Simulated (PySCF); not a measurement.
PySCF 2.14 output of an unrestricted PBE0 calculation on a single atom or ion in ANO-RCC-VTZP, with scalar relativity by spin-free X2C-1e:

```
SCF conv_tol = 1e-09
number electrons alpha = 36  beta = 35
    C. Adamo and V. Barone.,  J. Chem. Phys. 110, 6158 (1999)
    M. Ernzerhof and G. E. Scuseria.,  J. Chem. Phys. 110, 5029 (1999)
cycle= 1 E= -15077.4486646109  delta_E= -0.0179  |g|= 0.398  |ddm|= 0.31
cycle= 2 E= -15077.432289751  delta_E= 0.0164  |g|= 0.688  |ddm|= 0.314
cycle= 3 E= -15077.4682478986  delta_E= -0.036  |g|= 0.0211  |ddm|= 0.114
cycle= 4 E= -15077.471393534  delta_E= -0.00315  |g|= 0.0198  |ddm|= 0.142
cycle= 5 E= -15077.4756913656  delta_E= -0.0043  |g|= 0.00841  |ddm|= 0.29
cycle= 6 E= -15077.4761712059  delta_E= -0.00048  |g|= 0.00228  |ddm|= 0.0979
cycle= 7 E= -15077.4762226952  delta_E= -5.15e-05  |g|= 0.00144  |ddm|= 0.0341
cycle= 8 E= -15077.476231124  delta_E= -8.43e-06  |g|= 0.00171  |ddm|= 0.031
cycle= 9 E= -15077.4762483435  delta_E= -1.72e-05  |g|= 0.000755  |ddm|= 0.0172
cycle= 10 E= -15077.4762525174  delta_E= -4.17e-06  |g|= 9.17e-05  |ddm|= 0.014
cycle= 11 E= -15077.4762525435  delta_E= -2.6e-08  |g|= 4.71e-05  |ddm|= 0.000571
cycle= 12 E= -15077.4762525581  delta_E= -1.47e-08  |g|= 2.55e-05  |ddm|= 0.000576
cycle= 13 E= -15077.4762525423  delta_E= 1.58e-08  |g|= 1.32e-05  |ddm|= 0.000884
cycle= 14 E= -15077.4762525382  delta_E= 4.17e-09  |g|= 2.55e-06  |ddm|= 0.000765
cycle= 15 E= -15077.4762525382  delta_E= -6.91e-11  |g|= 2.41e-07  |ddm|= 4.53e-05
converged SCF energy = -15077.4762525382  <S^2> = 1.526855  2S+1 = 2.6659745
```

The run itself started from symmetry-adapted Hartree-Fock orbitals and held the occupation by maximum overlap, on a logarithmic radial grid, so the iterations belong to that start.

Which element, charge and spin multiplicity is this?

Hf⁺ (hafnium, charge +1), multiplicity 2; the state was [Xe] 4f14 6s2 6p1, 2P determinant (an excited configuration).

⟨L²⟩ = 5.20 against 2 for a pure P term, so this real determinant mixes terms. Spin-orbit coupling, absent here, splits the open shell strongly. ⟨S²⟩ = 1.53 against 0.75 shows spin contamination. The s, p, d and f populations moved away from the nominal configuration during the SCF.
